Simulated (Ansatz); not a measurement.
Pd3Au. Total charge 0; doublet. Geometry B3LYP-D4/def2-SVP; atoms count from 1.

```xyz
4

Pd    0.5413    1.3670    0.6963
Pd   -1.5791   -0.1655    0.3544
Pd    0.8051   -1.2578    0.6450
Au    0.2327    0.0564   -1.6957
```

In the def2 sets Au, Pd take a core potential; there is no spin–orbit coupling. The structure comes from a short search, and lower isomers may exist.

Q: Estimate the Mulliken populations from the PBE0/def2-TZVP orbitals of Ansatz.

A: 
```tsv
atom	charge (e)	spin (α − β)	d electrons
Pd1	-0.07	0.34	9.44
Pd2	-0.07	0.34	9.44
Pd3	-0.07	0.34	9.44
Au4	0.21	-0.01	9.86
```
Mulliken values depend strongly on the basis.

Q: Where does the spin sit?

A: Summed by element: Pd 1.01, Au -0.01, of 1 unpaired in all. Largest on single atoms: Pd1 0.34, Pd2 0.34, Pd3 0.34.

Q: And the Mayer bond orders between heavy atoms (over 0.3)?

A: Pd1–Pd2 0.61 (2.64 Å); Pd1–Pd3 0.61 (2.64 Å); Pd1–Au4 0.42 (2.74 Å); Pd2–Pd3 0.61 (2.64 Å); Pd2–Au4 0.42 (2.74 Å); Pd3–Au4 0.42 (2.74 Å).
